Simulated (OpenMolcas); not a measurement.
# What dynamic correlation does to the levels of Tl I

```
Program             : OpenMolcas
Basis               : ANO-RCC [11s10p9d6f4g]
Scalar Hamiltonian  : DKH2, point nucleus
Active space        : 1 electron in 9 orbitals (RAS2 6p; RAS3 6d 7s, at most 1 electron)
State averaging     : 2S+1 = 2 odd, 3 roots; 2S+1 = 2 even, 6 roots
Spin-orbit coupling : RASSI with atomic mean-field integrals over the reference wave functions, term energies averaged over their components
```

Methods on the same reference wave functions:
A. RASSCF
B. SS-RASPT2, IPEA 0.25 Eh, imaginary shift 0.1 Eh (closed shells correlated: 5d 6s)

Energies in cm⁻¹ above 6s² 6p ²P°_1/2, the measured ground level; measured values from NIST Handbook of Basic Atomic Spectroscopic Data.

```json
{"Level": "6s² 6p ²P°_1/2", "A": "0.0", "B": "0.0", "Measured": "0.0"}
{"Level": "6s² 6p ²P°_3/2", "A": "6451", "B": "6450", "Measured": "7793"}
{"Level": "6s² 7s ²S_1/2", "A": "28914", "B": "29260", "Measured": "26478"}
{"Level": "6s² 6d ²D_3/2", "A": "37163", "B": "38500", "Measured": "36118"}
{"Level": "6s² 6d ²D_5/2", "A": "37303", "B": "38640", "Measured": "36200"}
```

Deviations, from unrounded energies. A percentage is the sum of absolute deviations over the sum of measured energies, with the sign that they share, or ± where signs differ.

```csv
Against measurement,Levels,A,B
mean absolute deviation (cm-1),4,1500,2200
fine structure of the ground term (%),1,-17.2,-17.2
other configurations (%),3,+4.6,+7.7
```

A lies closest to measurement on these levels. The largest miss of A in the table is 6s² 7s ²S_1/2, by +2400 cm-1. The ranking rests on the paired levels alone, and a cruder setting can come out closer through cancelling errors.

The lowest spin-free term lies below A's lowest term by 0.465 hartree in B.

CASPT2 breaks the degeneracy within a term, and the mean is taken; among the terms shown or strongly mixed into the levels shown the widest spread is 110 cm-1 (6s² 6d ²D, B). ANO sets are built for valence states and can reach diffuse excited orbitals poorly, and with the s shell closed the s pⁿ⁺¹ terms that mix with these levels are absent. Spin-orbit splittings of 6p shells tend to come out small when the coupling is added on scalar orbitals. With one active electron the reference holds no correlation, so core polarisation is missing (holds for A). With one active electron, CASPT2 adds the correlation within the correlated inactive shells and between them and that electron, and leaves the splitting within a term as the reference gives it (holds for B). Some terms miss by over 15 % even with CASPT2, which points to a basis or an active space too small for the shells correlated (holds for B). Computed and measured levels are paired by configuration, term and J; levels that our copy of the source lacks, or whose pairing is in doubt (as where it misses far off the trend of its configuration), stay unpaired and out of the deviations. Levels of configurations outside the active space are missing.

° marks odd parity.
